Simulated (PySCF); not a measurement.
**Radial density of Fe²⁺ (iron, charge +2)**

UHF, [Ar] 3d6, high-spin 5D determinant. Calculation: PySCF 2.14, in def2-TZVP (6s4p4d1f, 45 functions); no relativity, point nucleus.

```
r (bohr)  4πr²ρ (e/bohr)  4πr²(ρα − ρβ)
0.000826         0.09757         0.0000
 0.00139          0.2689         0.0000
 0.00234          0.7224         0.0000
 0.00393           1.884         0.0000
 0.00661           4.634         0.0000
  0.0111           10.39         0.0000
  0.0187           19.86         0.0001
  0.0315           29.37         0.0006
  0.0529           29.75         0.0033
  0.0890           24.17         0.0188
   0.150           32.00         0.1254
   0.252           29.28         0.6957
   0.424           13.02         2.4361
   0.712           16.83         3.8479
    1.20           7.699         2.3041
    2.02          0.9779         0.4531
    3.39         0.04586         0.0205
    5.70       1.747e-05         0.0000
```
